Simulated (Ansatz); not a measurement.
The same path of CH4MgO2 (8 atoms, charge 0, multiplicity 1) was run twice with different band settings.

Method: RKS PBE-D4/def2-SVP (Ansatz).

Relaxed end points:

```xyz
8
Properties=species:S:1:pos:R:3
C 0.066 1.606 -0.684
O 0.039 0.331 -0.149
Mg 0.028 -1.312 0.542
O 0.138 -2.965 1.239
H 1.108 1.992 -0.810
H -0.472 2.347 -0.042
H -0.414 1.652 -1.693
H -0.400 -3.707 1.540
```

```xyz
8
Properties=species:S:1:pos:R:3
C 0.177 1.574 -0.736
O 0.036 0.333 -0.145
Mg -0.156 -1.260 0.632
O -0.409 -2.813 1.502
H 1.249 1.853 -0.887
H -0.281 2.391 -0.124
H -0.309 1.622 -1.743
H -0.215 -3.757 1.446
```

Common settings: movable images 9; climbing image yes; spring 5.0 eV/Å²; optimiser quadratic models (default); start path IDPP; end points relaxed.

| run | force threshold | iteration limit |
| --- | --- | --- |
| 1 | 0.05 eV/Å | 58 |
| 2 | 0.2 eV/Å | 60 |

(1) What does each run give, and how far can it be trusted?

Answers

(1) Run 1: converged after 3 iterations, highest image 0.005 eV above the first end. The top lies less than 8 meV above the higher end, about what the thresholds resolve: the motion is nearly free. A vibrational analysis at the climbing image gives 2 clearly imaginary modes (147i, 85i cm⁻¹): a point of higher order. A lower path may pass nearby, or the ends, which weren't checked, may share the extra mode.
Run 2: converged after 3 iterations, highest image 0.005 eV above the first end. The threshold of 0.2 eV/Å is loose, so the images may lie well off the minimum-energy path. The top lies less than 8 meV above the higher end, about what the thresholds resolve: the motion is nearly free. Another band between the same ends (9 images) ends at a top of the same energy, where a vibrational analysis finds 2 clearly imaginary modes.
